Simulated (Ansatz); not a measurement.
Basis-set extrapolation for BClH4OSi (`[SiH3]OBCl`) (PBE0-D4/def2-TZVP geometry, frozen core, the Gaussian-basis code of Ansatz). Multiplicity 1, RHF reference.

```tsv
	def2-TZVPP	def2-QZVPP
HF	-850.510561	-850.537746
MP2 correlation	-0.645958	-0.700443
CCSD(T) correlation	-0.715875	-0.767742
```

Energies in hartree. Use E(X) = E(∞) + A·exp(−7.88·√X) for Hartree–Fock and E(X) = E(∞) + B·X^(−2.97) for correlation, with X = 3 and 4.

Q: What is the CCSD(T) energy at the basis-set limit?

A: HF limit: -850.537746 + (-0.027185) × 0.13774 = -850.54149. Correlation limit: -0.767742 + (-0.051867) × 0.74074 = -0.80616. Total: -851.34765 hartree, 76.1 kcal/mol below CCSD(T)/def2-TZVPP.
